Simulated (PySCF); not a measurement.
**Telling isomers of C₆H₁₀N₂Si apart by NMR**

- PBE0/pcSseg-1 with gauge-including orbitals
- geometry: GFN2-xTB
- run in PySCF 2.14.0 with density-fitted response routines
- non-relativistic Hamiltonian, averaged over atoms made equivalent by symmetry, fast rotation or ring inversion, one computed conformer, isolated molecule

δ = σ(ref) − σ, references computed at the same level: ¹H (σ = 31.72 ppm), ¹³C (σ = 186.93 ppm) against TMS. Where no couplings were computed, multiplicities follow the n + 1 count of equivalent neighbours, and m marks all less simple cases (inequivalent or close neighbours, rings, F or P nearby). Shifts are as computed. Against solution values, carbons near 30 ppm lie about +3 ppm off and those near 130 ppm about +5 ppm. Of 1211 compounds with measured shifts, 218 miss one by over three times the rms of a fit or turn the order of signals round; such compounds aren't used in these exercises. OH and NH positions are gas-phase values without hydrogen bonding to other molecules.

(1) Tabulate the signals of `CCc1ccc([SiH3])nn1`, `c1nc(C2C[SiH2]C2)c[nH]1`, `c1cn([C@@H]2CC[SiH2]2)cn1`, `C=C/C(C)=N\[C@@H]([SiH3])C#N` and their relative energies.

(2) What is the quickest way to tell CCc1ccc([SiH3])nn1 from C=C/C(C)=N\[C@@H]([SiH3])C#N?

(3) What is the quickest way to tell CCc1ccc([SiH3])nn1 from c1nc(C2C[SiH2]C2)c[nH]1?

(4) What is the quickest way to tell c1nc(C2C[SiH2]C2)c[nH]1 from c1cn([C@@H]2CC[SiH2]2)cn1?

Answers

(1) 
```tsv
SMILES	carbon types	δC	δH	E rel. (kcal/mol)
CCc1ccc([SiH3])nn1	2×C 2×CH 1×CH2 1×CH3	167.9, 163.9, 137.4, 127.4, 35.8, 20.2	7.74 (d, 1H), 7.30 (d, 1H), 4.67 (s, 3H), 3.13 (q, 2H), 1.37 (t, 3H)	16.8
c1nc(C2C[SiH2]C2)c[nH]1	1×C 3×CH 2×CH2	157.6, 136.8, 111.8, 36.4, 21.4	8.17 (br s, 1H), 7.43 (m, 1H), 6.69 (m, 1H), 5.55 (m, 1H), 4.97 (m, 1H), 3.57 (m, 1H), 2.04 (m, 2H), 1.35 (m, 2H)	0.0
c1cn([C@@H]2CC[SiH2]2)cn1	4×CH 2×CH2	137.4, 133.5, 123.1, 46.5, 37.1, 4.1	7.61 (m, 1H), 7.08 (m, 1H), 6.60 (m, 1H), 5.14 (m, 1H), 5.03 (m, 1H), 4.31 (m, 1H), 3.21 (m, 1H), 2.69 (m, 1H), 1.58 (m, 1H), 1.48 (m, 1H)	9.0
C=C/C(C)=N\[C@@H]([SiH3])C#N	2×C 2×CH 1×CH2 1×CH3	170.2, 135.6, 131.0, 124.4, 36.0, 27.6	7.61 (m, 1H), 6.11 (m, 1H), 5.95 (m, 1H), 5.15 (q, 1H), 4.05 (d, 3H), 2.28 (s, 3H)	36.6
```

Energies are electronic energies at PBE0/pcSseg-1 on these geometries, without zero-point or thermal terms, each for the one conformer computed, which needn't be the lowest.

(2) Both give the same number of carbon signals, with the same numbers of each carbon type, so the positions decide. The first has an sp3 CH2 on an aromatic ring at 35.8 ppm, the second a terminal =CH2 carbon at 131.0 ppm. Their most deshielded carbons lie at 167.9 and 170.2 ppm.

(3) Count the carbon signals: 6 against 5. The first has a methyl carbon (CH3) at 20.2 ppm, the second an sp3 CH on an aromatic ring at 36.4 ppm. Their most deshielded carbons lie at 167.9 and 157.6 ppm.

(4) Count the carbon signals: 5 against 6. The first has a substituted aromatic carbon next to a ring nitrogen (C) at 157.6 ppm, the second an sp3 CH2 bonded to Si at 4.1 ppm. Their most deshielded carbons lie at 157.6 and 137.4 ppm.
